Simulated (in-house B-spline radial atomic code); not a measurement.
# Ionising Cs6+ with different functionals

Computed with an all-electron radial atomic-structure program (B-spline basis): scalar-relativistic (spin-free X2C) Hamiltonian, Fermi nucleus of rms radius 4.8041 fm, spin-polarised at highest spin, spherical fractional occupations for the functionals, and exact exchange of hybrids averaged over the configuration. The ionisation energy is the difference of two self-consistent energies, [Kr] 4d10 5s2 5p1 → [Kr] 4d10 5s2, without Breit or QED terms; ε is the level of the shell that loses the electron (its least bound occupied spin orbital). There is no spin-orbit coupling in this Hamiltonian.

```json
{"method": "PBE0", "rung": "global hybrid", "ΔSCF (eV)": "?", "-ε(5p) (eV)": "?"}
{"method": "B3LYP", "rung": "global hybrid", "ΔSCF (eV)": "81.90", "-ε(5p) (eV)": "77.04"}
{"method": "TPSSh", "rung": "global hybrid", "ΔSCF (eV)": "81.42", "-ε(5p) (eV)": "76.19"}
{"method": "BHandHLYP", "rung": "global hybrid", "ΔSCF (eV)": "81.69", "-ε(5p) (eV)": "78.70"}
{"method": "r2SCAN0", "rung": "global hybrid", "ΔSCF (eV)": "?", "-ε(5p) (eV)": "?"}
{"method": "B97-1", "rung": "global hybrid", "ΔSCF (eV)": "81.48", "-ε(5p) (eV)": "76.78"}
{"method": "HSE06", "rung": "range-separated hybrid", "ΔSCF (eV)": "81.68", "-ε(5p) (eV)": "76.78"}
{"method": "wB97X", "rung": "range-separated hybrid", "ΔSCF (eV)": "81.57", "-ε(5p) (eV)": "79.66"}
{"method": "CAM-B3LYP", "rung": "range-separated hybrid", "ΔSCF (eV)": "81.96", "-ε(5p) (eV)": "78.90"}
{"method": "LC-wPBE", "rung": "range-separated hybrid", "ΔSCF (eV)": "81.82", "-ε(5p) (eV)": "80.39"}
```

(1) What does r2SCAN0 give?

(2) What does PBE0 give?

(3) Among the functionals, which spreads more, the ΔSCF values or the orbital energies?

(4) How do they compare with the NIST value?

Answers

(1) ΔSCF 81.52 eV, and -ε(5p) = 77.30 eV.

(2) ΔSCF 81.62 eV, and -ε(5p) = 77.20 eV.

(3) The orbital energies: ΔSCF values span about 0.54 eV and the orbital energies 4.20 eV; here energy differences depend much less on the functional than eigenvalues do.

(4) NIST lists 83 eV ± 2 (tabulated theory, ground level to ground level). Errors run from -1.48 to -0.94 eV; all lie within about twice that uncertainty, so the table can't rank the methods.
